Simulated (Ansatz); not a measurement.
Cartesian coordinates (Å):
```xyz
5

S     -1.6352    -0.4212     0.7660
B      0.1101    -0.3513     0.6143
S      1.1835     0.4231    -0.5451
H     -2.0138     0.3175    -0.3000
H      2.3528     0.0359    -0.0138
```
Charge 0, spin multiplicity 2.

Method: frozen-core CCSD(T)/cc-pVTZ // CAM-B3LYP-D3(BJ)/def2-TZVP (Ansatz, a program for electronic structure).

The HF energy is -820.95228 Ha. The MP2 correlation energy comes out as -0.42710 Ha.

Estimate the CCSD correlation energy, the (T) correction, the total energy and the T1 diagnostic.


```json
{
  "CCSD correlation energy": "-0.46833 Ha",
  "(T) correction": "-0.02277 Ha",
  "CCSD(T) total energy": "-821.44337 Ha",
  "T1 diagnostic": "0.016"
}
```
